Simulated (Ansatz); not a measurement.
Relaxation of ClGaH3N (6 atoms, charge 0, multiplicity 1), to a largest force component of 0.02 eV/Å in at most 40 steps.

Method: Ansatz 0.2.0, RHF/def2-SVP.

```xyz
6
Properties=species:S:1:pos:R:3
Ga 0.000 0.000 0.000
N 0.000 0.000 1.930
H -0.877 -0.271 2.460
H 0.877 0.271 2.460
Cl 1.940 0.000 -1.120
H -1.360 0.000 -0.785
```

Q: Where does it end, and by what steps?

A: It converged. After 5 steps the energy has fallen by 0.493 eV; H3 moved furthest, 0.24 Å.

```
step  energy less start (eV)  largest force component (eV/Å)  accepted
   0                  0.0000                           2.434       yes
   1                 -0.4335                           1.332       yes
   2                 -0.4820                           0.614       yes
   3                 -0.4875                           0.228       yes
   4                 -0.4928                           0.186       yes
   5                 -0.4934                           0.019       yes
```

```xyz
6
Properties=species:S:1:pos:R:3
Ga -0.051 -0.014 0.044
N 0.017 0.001 1.845
H -0.783 -0.050 2.443
H 0.868 0.061 2.369
Cl 1.874 0.110 -0.946
H -1.345 -0.106 -0.810
```

Time of the run: 17 s on 1 thread of Arm Neoverse N1, with other jobs on the host, peak memory 0.15 GiB.
